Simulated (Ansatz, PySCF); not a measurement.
C3H3N, SMILES C=CC#N. Atoms are numbered in the order given.

```xyz
7

C     -0.2959    -1.6226     0.0000
C      0.4988    -0.5427     0.0000
C     -0.0014     0.7995     0.0000
N     -0.3903     1.8935     0.0000
H     -1.3849    -1.5327     0.0000
H      0.1329    -2.6273     0.0000
H      1.5891    -0.6449     0.0000
```

The structure is a stationary point at B3LYP-D3(BJ)/def2-SVP.

Two levels are set side by side: PBE-D3(BJ)/def2-SVP (Ansatz, an electronic-structure program) and B3LYP-D3(BJ)/def2-SVP (PySCF). Each level has its own optimised geometry; the coordinates shown are those of the second. Frequencies come from the Hessian of PySCF at each geometry. Differences are taken from unrounded values.

```json
[
 {"quantity": "mean bond length (Å)", "B3LYP-D3(BJ)": "1.202", "PBE-D3(BJ)": "1.210", "PBE-D3(BJ) minus B3LYP-D3(BJ)": "0.008"},
 {"quantity": "bond C1–C2 (Å)", "B3LYP-D3(BJ)": "1.341", "PBE-D3(BJ)": "1.350", "PBE-D3(BJ) minus B3LYP-D3(BJ)": "0.010"},
 {"quantity": "bond C2–C3 (Å)", "B3LYP-D3(BJ)": "1.432", "PBE-D3(BJ)": "1.430", "PBE-D3(BJ) minus B3LYP-D3(BJ)": "-0.002"},
 {"quantity": "bond C3–N4 (Å)", "B3LYP-D3(BJ)": "1.161", "PBE-D3(BJ)": "1.175", "PBE-D3(BJ) minus B3LYP-D3(BJ)": "0.013"},
 {"quantity": "bond C1–H5 (Å)", "B3LYP-D3(BJ)": "1.093", "PBE-D3(BJ)": "1.101", "PBE-D3(BJ) minus B3LYP-D3(BJ)": "0.008"},
 {"quantity": "bond C1–H6 (Å)", "B3LYP-D3(BJ)": "1.092", "PBE-D3(BJ)": "1.100", "PBE-D3(BJ) minus B3LYP-D3(BJ)": "0.008"},
 {"quantity": "bond C2–H7 (Å)", "B3LYP-D3(BJ)": "1.095", "PBE-D3(BJ)": "1.104", "PBE-D3(BJ) minus B3LYP-D3(BJ)": "0.009"},
 {"quantity": "highest harmonic wavenumber (cm⁻¹)", "B3LYP-D3(BJ)": "3260", "PBE-D3(BJ)": "3199", "PBE-D3(BJ) minus B3LYP-D3(BJ)": "-60"},
 {"quantity": "mean harmonic wavenumber (cm⁻¹)", "B3LYP-D3(BJ)": "1479", "PBE-D3(BJ)": "1437", "PBE-D3(BJ) minus B3LYP-D3(BJ)": "-42"},
 {"quantity": "zero-point energy (kcal/mol)", "B3LYP-D3(BJ)": "31.71", "PBE-D3(BJ)": "30.81", "PBE-D3(BJ) minus B3LYP-D3(BJ)": "-0.90"}
]
```

Exact exchange shortens and stiffens bonds; PBE has none. Differences between two approximate levels are no errors against the true value.
